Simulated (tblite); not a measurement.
Species: C₅H₁₁AsBN.
Atom-mapped SMILES: `[CH2:1]=[CH:2][CH2:3][C@@H:4]1[CH2:5][AsH:6][BH:7][NH:8]1` (hydrogens: H9, H10 on C1; H11 on C2; H12, H13 on C3; H14 on C4; H15, H16 on C5; H17 on As6; H18 on B7; H19 on N8)

Computed with GFN2-xTB (tblite), gas phase: L-BFGS steps from a force-field or distance-geometry start until the largest atomic force falls under 0.01 eV/Å.

Step 56: E = -621.1623 eV
```
atom  x, y, z in Å  |  force x, y, z in eV/Å
C1      2.8344    0.8057    0.2544    0.011  -0.041  -0.010
C2      1.9838   -0.1354    0.6154    0.010  -0.023   0.008
C3      0.9253   -0.7220   -0.2562   -0.079  -0.024  -0.011
C4     -0.4611   -0.6035    0.4015   -0.042   0.006   0.059
C5     -1.5599   -1.1868   -0.4876    0.014  -0.019   0.022
As6    -2.1762    0.2748   -1.7274    0.040  -0.022   0.006
B7     -1.5530    1.5061   -0.2493    0.031   0.004   0.034
N8     -0.7810    0.7942    0.6412   -0.013   0.030   0.039
H9      2.8361    1.2257   -0.7385   -0.023   0.004   0.027
H10     3.5797    1.1736    0.9364    0.051   0.082   0.001
H11     2.0142   -0.5410    1.6204    0.034   0.003   0.007
H12     0.8970   -0.2198   -1.2272    0.014   0.026  -0.031
H13     1.1426   -1.7818   -0.4145   -0.003  -0.022  -0.026
H14    -0.4215   -1.1250    1.3696   -0.029  -0.035   0.005
H15    -1.1841   -2.0622   -1.0244   -0.031   0.041   0.005
H16    -2.4001   -1.5125    0.1335    0.047   0.026  -0.066
H17    -3.6076    0.2849   -1.2402   -0.039  -0.021   0.006
H18    -1.7640    2.6439   -0.0600    0.008  -0.009  -0.044
H19    -0.3144    1.1903    1.4453   -0.001  -0.006  -0.032
```

Step 57: E = -621.1638 eV
```
atom  x, y, z in Å  |  force x, y, z in eV/Å
C1      2.8253    0.8105    0.2597    0.054   0.011  -0.014
C2      1.9890   -0.1465    0.6103   -0.013  -0.011   0.034
C3      0.9245   -0.7258   -0.2591   -0.031  -0.003  -0.008
C4     -0.4590   -0.6031    0.4029   -0.037   0.002   0.046
C5     -1.5613   -1.1866   -0.4800   -0.004   0.012  -0.011
As6    -2.1673    0.2706   -1.7309    0.051  -0.015   0.013
B7     -1.5507    1.5046   -0.2508    0.032   0.007   0.012
N8     -0.7775    0.7955    0.6409   -0.013   0.011   0.031
H9      2.8139    1.2529   -0.7225   -0.041  -0.006  -0.015
H10     3.5757    1.1781    0.9372    0.030   0.049   0.022
H11     2.0325   -0.5677    1.6077    0.040  -0.013   0.027
H12     0.8983   -0.2193   -1.2272   -0.003   0.029  -0.053
H13     1.1404   -1.7850   -0.4205   -0.021  -0.038  -0.033
H14    -0.4171   -1.1249    1.3696   -0.026  -0.035   0.041
H15    -1.1949   -2.0710   -1.0070   -0.022   0.032  -0.005
H16    -2.4052   -1.4951    0.1431    0.028   0.006  -0.039
H17    -3.6040    0.2863   -1.2583   -0.033  -0.028   0.011
H18    -1.7625    2.6429   -0.0660    0.008  -0.009  -0.038
H19    -0.3100    1.1928    1.4434    0.002  -0.003  -0.022
```

Step 58: E = -621.1643 eV
```
atom  x, y, z in Å  |  force x, y, z in eV/Å
C1      2.8126    0.8208    0.2678   -0.019  -0.039  -0.029
C2      1.9938   -0.1599    0.6037    0.073   0.089   0.042
C3      0.9234   -0.7299   -0.2658    0.018   0.003  -0.003
C4     -0.4563   -0.6043    0.4050   -0.018  -0.012   0.024
C5     -1.5651   -1.1875   -0.4688   -0.037  -0.009  -0.024
As6    -2.1515    0.2636   -1.7368    0.025  -0.012   0.031
B7     -1.5432    1.5023   -0.2559    0.033   0.001  -0.001
N8     -0.7724    0.7953    0.6397   -0.015  -0.001   0.020
H9      2.7828    1.2948   -0.7024   -0.055  -0.072   0.063
H10     3.5672    1.1839    0.9446    0.002   0.021   0.015
H11     2.0553   -0.6070    1.5914    0.046   0.026  -0.049
H12     0.8974   -0.2165   -1.2312   -0.018   0.015  -0.030
H13     1.1378   -1.7889   -0.4333   -0.044  -0.021  -0.036
H14    -0.4086   -1.1253    1.3718   -0.026  -0.025   0.047
H15    -1.2142   -2.0879   -0.9816   -0.024   0.072   0.013
H16    -2.4150   -1.4703    0.1599    0.054   0.001  -0.050
H17    -3.5952    0.2897   -1.2792   -0.010  -0.033   0.001
H18    -1.7561    2.6409   -0.0752    0.011  -0.007  -0.037
H19    -0.3025    1.1952    1.4388    0.006   0.002   0.001
```

Step 59: E = -621.1651 eV
```
atom  x, y, z in Å  |  force x, y, z in eV/Å
C1      2.8172    0.8159    0.2665    0.071   0.055   0.010
C2      1.9945   -0.1568    0.6064   -0.025   0.006   0.027
C3      0.9221   -0.7288   -0.2620    0.063   0.021  -0.002
C4     -0.4592   -0.6044    0.4068    0.015  -0.013  -0.005
C5     -1.5636   -1.1860   -0.4726   -0.018   0.038  -0.036
As6    -2.1553    0.2647   -1.7345    0.008   0.014   0.009
B7     -1.5467    1.5020   -0.2530    0.025  -0.002  -0.020
N8     -0.7764    0.7946    0.6423   -0.007  -0.018   0.011
H9      2.7861    1.2833   -0.7027   -0.050  -0.012  -0.062
H10     3.5749    1.1857    0.9376   -0.025  -0.014   0.019
H11     2.0554   -0.5968    1.5941    0.036  -0.030   0.040
H12     0.8998   -0.2153   -1.2284   -0.035  -0.002  -0.008
H13     1.1396   -1.7879   -0.4287   -0.056  -0.003  -0.032
H14    -0.4147   -1.1299    1.3713   -0.021  -0.008   0.052
H15    -1.2114   -2.0816   -0.9874    0.011   0.009  -0.024
H16    -2.4129   -1.4724    0.1495   -0.023  -0.028   0.019
H17    -3.5998    0.2862   -1.2743    0.006  -0.032  -0.003
H18    -1.7575    2.6410   -0.0759    0.010   0.004  -0.026
H19    -0.3020    1.1955    1.4374    0.015   0.013   0.031
```

Q: Estimate the geometry and energy of step 60. (The exact step hangs on the optimiser's Hessian estimate; all steps are aligned on step 59, rigid shifts and turns removed.)

A: E = -621.1656 eV, largest force 0.054 eV/Å
```
atom  x, y, z in Å  |  force x, y, z in eV/Å
C1      2.8180    0.8162    0.2657    0.032   0.025   0.000
C2      1.9949   -0.1565    0.6071   -0.005   0.007   0.020
C3      0.9232   -0.7289   -0.2618    0.033   0.016   0.008
C4     -0.4588   -0.6037    0.4066    0.011  -0.009   0.004
C5     -1.5637   -1.1852   -0.4732   -0.001   0.033  -0.016
As6    -2.1549    0.2655   -1.7346    0.005   0.011   0.006
B7     -1.5470    1.5024   -0.2529    0.019   0.001  -0.017
N8     -0.7762    0.7955    0.6421    0.000  -0.022   0.015
H9      2.7853    1.2827   -0.7049   -0.042  -0.021  -0.026
H10     3.5746    1.1843    0.9381   -0.010   0.003   0.015
H11     2.0565   -0.5980    1.5950    0.034  -0.012   0.013
H12     0.8996   -0.2168   -1.2288   -0.027   0.002  -0.005
H13     1.1380   -1.7887   -0.4280   -0.045   0.001  -0.029
H14    -0.4148   -1.1281    1.3723   -0.021  -0.009   0.036
H15    -1.2101   -2.0801   -0.9883    0.009   0.007  -0.027
H16    -2.4117   -1.4737    0.1499   -0.022  -0.022   0.011
H17    -3.5999    0.2853   -1.2759    0.007  -0.029  -0.002
H18    -1.7599    2.6408   -0.0742    0.011   0.008  -0.028
H19    -0.3028    1.1960    1.4382    0.013   0.010   0.023
```

The energy changes by -0.0005 eV. The first-order estimate −F·Δx gives -0.0007 eV and the mean of the old and new forces, exact on a quadratic surface, -0.0005 eV. The step makes an angle of 63° with the force vector and moves no atom by more than 0.003 Å.

The cost below is that of the whole relaxation. On one thread, Arm Neoverse V2 (aarch64), no GPU, shared host, this took 0.69 s wall.
